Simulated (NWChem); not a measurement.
System: MgHSeBr; SMILES [SeH][Mg][Br]

Here is an NWChem input.

```
start job
memory heap 200 mb stack 900 mb global 1100 mb
geometry units angstroms noautoz
  Mg    -0.082929     0.074873    -0.000385
  Br    -0.293716    -2.276088    -0.000630
  Se     0.174527     2.495627     0.000361
  H     -1.309114     2.614548    -0.025364
end
basis spherical
  Mg library aug-cc-pvtz
  Br library aug-cc-pvtz
  Se library aug-cc-pvtz
  H library aug-cc-pvtz
end
dft
  xc xpbe96 cpbe96
  iterations 150
  semidirect filesize 400000000
  mulliken
end
task dft energy
```

Output (shortened):

```
             Northwest Computational Chemistry Package (NWChem) 7.3.0
             --------------------------------------------------------

 CS  symmetry detected

                             Geometry "geometry" -> ""
                             -------------------------

 Output coordinates in angstroms (scale by  1.889725989 to convert to a.u.)

  No.       Tag          Charge          X              Y              Z
 ---- ---------------- ---------- -------------- -------------- --------------
    1 Mg                  12.0000     0.00111367    -0.03127352     0.00000000
    2 Br                  35.0000     0.01179020    -2.39164105     0.00000000
    3 Se                  34.0000     0.03035588     2.40295715     0.00000000
    4 H                    1.0000    -1.45812077     2.38217578     0.00000000

 Effective nuclear repulsion energy (a.u.)     332.2332572777

      Symmetry information
      --------------------

 Group name             Cs
 Group number              2
 Group order               2
 No. of unique centers     4

  pbe96 is a nonlocal functional; adding pw91lda local functional.

                                 NWChem DFT Module
                                 -----------------

 Summary of "ao basis" -> "ao basis" (spherical)
 ------------------------------------------------------------------------------
       Tag                 Description            Shells   Functions and Types
 ---------------- ------------------------------  ------  ---------------------
 Mg                       aug-cc-pvtz               16       50   6s5p3d2f
 Br                       aug-cc-pvtz               19       59   7s6p4d2f
 Se                       aug-cc-pvtz               19       59   7s6p4d2f
 H                        aug-cc-pvtz                9       23   4s3p2d

      Symmetry analysis of basis
      --------------------------

        a'        127
        a"         64

            General Information
            -------------------
          SCF calculation type: DFT
          Wavefunction type:  closed shell.
          No. of atoms     :     4
          No. of electrons :    82
           Alpha electrons :    41
            Beta electrons :    41
          Charge           :     0
          Spin multiplicity:     1
          Use of symmetry is: on ; symmetry adaption is: on
          Maximum number of iterations: 150
          AO basis - number of functions:   191
                     number of shells:    63
          Convergence on energy requested:  1.00D-06
          Convergence on density requested:  1.00D-05
          Convergence on gradient requested:  5.00D-04

              XC Information
              --------------
          PerdewBurkeErnzerhof Exchange Functional  1.000
            Perdew 1991 LDA Correlation Functional  1.000 local
           PerdewBurkeErnz. Correlation Functional  1.000 non-local

             Grid Information
             ----------------
          Grid used for XC integration:  medium
          Radial quadrature: Mura-Knowles
          Angular quadrature: Lebedev.
          Tag              B.-S. Rad. Rad. Pts. Rad. Cut. Ang. Pts.
          ---              ---------- --------- --------- ---------
          Mg                  1.50       88          19.0       590
          Br                  1.15      112          17.0       590
          Se                  1.15      112          16.0       590
          H                   0.35       45          18.0       434
          Grid pruning is: on
          Number of quadrature shells:   357
          Spatial weights used:  Erf1

      Superposition of Atomic Density Guess
      -------------------------------------

 Sum of atomic energies:       -5172.41063946

      Non-variational initial energy
      ------------------------------

 Total energy =   -5172.771646
 1-e energy   =   -7868.610707
 2-e energy   =    2363.605803
 HOMO         =      -0.303453
 LUMO         =      -0.064702

      Symmetry analysis of molecular orbitals - initial
      -------------------------------------------------

  Numbering of irreducible representations:

     1 a'          2 a"

  Orbital symmetries:

     1 a'          2 a'          3 a'          4 a'          5 a'
     6 a"          7 a'          8 a'          9 a'         10 a"
    11 a'         12 a'         13 a'         14 a'         15 a'
    16 a"         17 a'         18 a'         19 a"         20 a'
    21 a'         22 a'         23 a"         24 a'         25 a"
    26 a'         27 a'         28 a"         29 a"         30 a'
    31 a'         32 a'         33 a"         34 a'         35 a'
    36 a'         37 a'         38 a"         39 a'         40 a'
    41 a"         42 a'         43 a'         44 a'         45 a"
    46 a'         47 a'         48 a'         49 a"         50 a'
    51 a'

------------------------------------------------------------
EAF file 0: "./job.aoints.0" size=340787200 bytes
------------------------------------------------------------
               write      read    awrite     aread      wait
               -----      ----    ------     -----      ----
     calls:      650         0         0         0         0
   data(b): 3.41e+08  0.00e+00  0.00e+00  0.00e+00
   time(s): 0.00e+00  0.00e+00  0.00e+00  0.00e+00  0.00e+00
rate(mb/s): 0.00e+00  0.00e+00
------------------------------------------------------------

     ---------------------------------------------
      Total Density - Mulliken Population Analysis
     ---------------------------------------------

[...]
```

Level: PBE/aug-cc-pVTZ. Coordinates come from a PBE-D3(BJ)/def2-SVP optimisation.
